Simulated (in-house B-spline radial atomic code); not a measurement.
Configurations of the germanium ion Ge²⁺, with energies counted from [Ar] 3d10 4s2. Level of theory: non-relativistic BLYP, spin-polarised, spherical fractional occupations, point nucleus; calculated with a B-spline radial code for spherical atoms. Shells without spins written out take the highest spin.

Occupations are held fixed; configurations that lie above the ionisation limit could autoionise.

| configuration | E - E(ref) (eV) | highest orbital | its <r> (bohr) |
| --- | --- | --- | --- |
| [Ar] 3d10 4s1 5p1 | 22.223 | 5p up | 5.025 |
| [Ar] 3d10 4s1 5d1 | 25.874 | 5d up | 6.75 |
| [Ar] 3d10 4s(1 up, 0 down) 5f(0 up, 1 down) | 28.748 | 5f down | 9.722 |
| [Ar] 3d9 4s2 5s1 | 46.151 | 5s up | 4.215 |
| [Ar] 3d9 4s2 5d1 | 52.741 | 5d up | 6.556 |
| [Ne] 3s2 3p(3 up, 2 down) 3d10 4s2 5s(0 up, 1 down) | 130.97 | 5s down | 4.219 |
| [Ne] 3s2 3p(2 up, 3 down) 3d10 4s2 4d(1 up, 0 down) | 131.02 | 4d up | 3.242 |

**Question.** Order these further configurations by energy, lowest first.
A. [Ne] 3s2 3p5 3d10 4s2 5d1
B. [Ar] 3d10 4s1 5s1
C. [Ar] 3d9 4s2 4d1
D. [Ne] 3s2 3p5 3d10 4s2 4d1
E. [Ar] 3d(4 up, 5 down) 4s2 5d(1 up, 0 down)

**Answer.** B (19.609 eV), C (46.193 eV), E (52.761 eV), D (130.99 eV), A (137.54 eV).

**Question.** How far above the reference does [Ar] 3d10 4s1 5f1 lie?

**Answer.** 28.691 eV; its least bound orbital is 5f up with <r> = 9.579 bohr.

**Question.** How far above the reference does [Ar] 3d9 4s2 5f1 lie?

**Answer.** 55.686 eV; its least bound orbital is 5f up with <r> = 9.429 bohr.
